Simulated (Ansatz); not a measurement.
Ansatz (an electronic-structure program) input (PBE/def2-TZVPD):

Ansatz 0.2 input:
```yaml
crystal:
  periodic: [false, false, false]
  atoms:
    - {symbol: C, position_ang: [-0.27341958, -1.23472261, -1.51093246]}
    - {symbol: Ge, position_ang: [-0.00000000, -0.00000000, 0.00000000]}
    - {symbol: C, position_ang: [-0.04977491, 1.85828057, -0.65309332]}
    - {symbol: C, position_ang: [-1.42692781, -0.26634805, 1.33234788]}
    - {symbol: C, position_ang: [1.75012229, -0.35720991, 0.83167791]}
    - {symbol: H, position_ang: [-1.23863062, -1.05216551, -1.98507249]}
    - {symbol: H, position_ang: [-0.24911628, -2.27015707, -1.16880230]}
    - {symbol: H, position_ang: [0.50798948, -1.10211787, -2.26032160]}
    - {symbol: H, position_ang: [0.09998343, 2.55788778, 0.17024768]}
    - {symbol: H, position_ang: [-1.01248216, 2.07546501, -1.11762952]}
    - {symbol: H, position_ang: [0.73413794, 2.02551265, -1.39287863]}
    - {symbol: H, position_ang: [-2.40505281, -0.07294963, 0.89003945]}
    - {symbol: H, position_ang: [-1.41553847, -1.29094119, 1.70630963]}
    - {symbol: H, position_ang: [-1.29258722, 0.40947315, 2.17791664]}
    - {symbol: H, position_ang: [1.79707990, -1.38282028, 1.20003448]}
    - {symbol: H, position_ang: [2.55418566, -0.21478109, 0.10851518]}
    - {symbol: H, position_ang: [1.92003115, 0.31759405, 1.67164148]}
basis:
  gaussian:
    orbitals: def2-TZVPD
hamiltonian:
  xc: {name: PBE}
output: {forces: true}
```

Output:

```
Functional definition: PBE
integrals: 0.33 GiB planned
1681 factors; their error is unknown
0.47 GiB of the device are held for the grids
1.89 GiB of device memory are held for the factors and their scratch space
mean field: 2.08 GiB planned
mean field evaluation 1: about -60820.5821 eV, gradient 1.2e2 eV
mean field evaluation 2: about -60784.8096 eV, gradient 1.6e2 eV
mean field evaluation 4: about -60849.6259 eV, gradient 6.8e0 eV
mean field evaluation 8: about -60849.6869 eV, gradient 8.1e-2 eV
mean field evaluation 16: about -60849.6323 eV, gradient 2.3e-4 eV
mean field -60849.63234143 eV, -2236.1827431852 hartree, gradient 4.9e-6 eV, S^2 0.000000; 0 other end points of the search recorded, 0 dependent functions left out
the calculation of the forces begins
reference -60849.63239908 eV, -2236.1827453041 hartree; 34, 34 occupied and 276, 276 virtual orbitals, 1681 factors
Total energy: -60849.63239908 eV, -2236.1827453041 hartree
Atom 0 at    -0.273420    -1.234723    -1.510932 Å, force     0.024975     0.112782     0.138011 eV/Å
Atom 1 at    -0.000000    -0.000000     0.000000 Å, force     0.000000    -0.000000     0.000000 eV/Å
Atom 2 at    -0.049775     1.858281    -0.653093 Å, force     0.004547    -0.169738     0.059654 eV/Å
Atom 3 at    -1.426928    -0.266348     1.332348 Å, force     0.130338     0.024329    -0.121699 eV/Å
Atom 4 at     1.750122    -0.357210     0.831678 Å, force    -0.159859     0.032628    -0.075967 eV/Å
Atom 5 at    -1.238631    -1.052166    -1.985072 Å, force    -0.238201     0.043977    -0.118162 eV/Å
Atom 6 at    -0.249116    -2.270157    -1.168802 Å, force     0.005763    -0.256319     0.083089 eV/Å
Atom 7 at     0.507989    -1.102118    -2.260322 Å, force     0.192428     0.031661    -0.186025 eV/Å
Atom 8 at     0.099983     2.557888     0.170248 Å, force     0.036881     0.174042     0.202448 eV/Å
Atom 9 at    -1.012482     2.075465    -1.117630 Å, force    -0.237397     0.055101    -0.115077 eV/Å
Atom 10 at     0.734138     2.025513    -1.392879 Å, force     0.193232     0.042785    -0.182940 eV/Å
Atom 11 at    -2.405053    -0.072950     0.890039 Å, force    -0.242350     0.047460    -0.107937 eV/Å
Atom 12 at    -1.415538    -1.290941     1.706310 Å, force     0.001615    -0.252836     0.093314 eV/Å
Atom 13 at    -1.292587     0.409473     2.177917 Å, force     0.031928     0.166401     0.209589 eV/Å
Atom 14 at     1.797080    -1.382820     1.200034 Å, force     0.013041    -0.253163     0.091514 eV/Å
Atom 15 at     2.554186    -0.214781     0.108515 Å, force     0.199705     0.034817    -0.177600 eV/Å
Atom 16 at     1.920031     0.317594     1.671641 Å, force     0.043354     0.166074     0.207788 eV/Å
Dipole moment:    -0.000000     0.000000    -0.000000 e Å
```
